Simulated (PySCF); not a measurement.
Vertical excitations of a molecule C₃H₄ClF from PySCF with TDDFT-PBE/def2-SVPD, as energy in eV (oscillator strength): 5.58 (0.000), 6.10 (0.004), 6.25 (0.213), 6.69 (0.000), 6.94 (0.003), 7.15 (0.010), 7.39 (0.001), 7.76 (0.004), 7.82 (0.000), 7.88 (0.038). Lowest triplet (TDA): 4.09 eV. Coordinates come from a PBE0-D3(BJ)/def2-SVP optimisation. One conformer was computed; it need not be the lowest.

### Question
Which molecule gave these data?
A) C/C(F)=C\Cl
B) C/C(Cl)=C\F
C) C/C=C(\F)Cl
D) F[C@@H]1C[C@H]1Cl

### Answer
B, C/C(Cl)=C\F
